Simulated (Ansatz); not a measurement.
A run for Ansatz (a first-principles code): R-B3LYP/def2-TZVPPD on CH3GaO (a complex), monomers drawn apart or pushed together. Files ending in .json are basis or fitting sets from the Basis Set Exchange.

Ansatz 0.2 input:
```yaml
crystal:
  periodic: [false, false, false]
  atoms:
    - {symbol: Ga, position_ang: [-0.00309405, 0.02588828, 0.25572175]}
    - {symbol: H, position_ang: [-0.00894275, 1.57422169, 0.25287382]}
    - {symbol: H, position_ang: [1.33759315, -0.73686005, 0.11897546]}
    - {symbol: H, position_ang: [-1.34142950, -0.74884788, 0.17076386]}
    - {symbol: C, position_ang: [0.06458616, -0.11292356, 3.21055957]}
    - {symbol: O, position_ang: [0.03519691, -0.06003348, 2.08983053]}
basis:
  gaussian:
    orbitals: def2-TZVPPD.json
hamiltonian:
  xc: {name: B3LYP}
scf: {lower_state_search: off}
```

The log:

```
WARN ansatz: RAYON_NUM_THREADS=2 ignored (pool sized by the plan → 2); use --threads N
Functional definition: B3LYP
these checks for a lower state are left out or cut short: stability, starts, cluster_reference, orbital_swaps, neighbouring_geometries, increment
integrals: 0.09 GiB planned
954 factors; their error is unknown
mean field: 0.85 GiB planned
mean field evaluation 1: about -55508.4642 eV, gradient 4.5e1 eV
mean field evaluation 2: about -55501.1598 eV, gradient 8.3e1 eV
mean field evaluation 4: about -55511.2826 eV, gradient 5.3e0 eV
mean field evaluation 8: about -55511.3071 eV, gradient 2.0e-2 eV
mean field evaluation 16: about -55511.4450 eV, gradient 2.8e-6 eV
mean field -55511.44501281 eV, -2040.0079772119 hartree, gradient 2.2e-6 eV, S^2 0.000000; 0 other end points of the search recorded, 0 dependent functions left out
reference -55511.44528040 eV, -2040.0079870457 hartree; 24, 24 occupied and 158, 158 virtual orbitals, 954 factors
Total energy: -55511.44528040 eV, -2040.0079870457 hartree
Checks for a lower state left out: stability, starts, cluster_reference, orbital_swaps, neighbouring_geometries, increment
```

Self-consistency was reached.

Cost: very roughly 5 core-seconds.
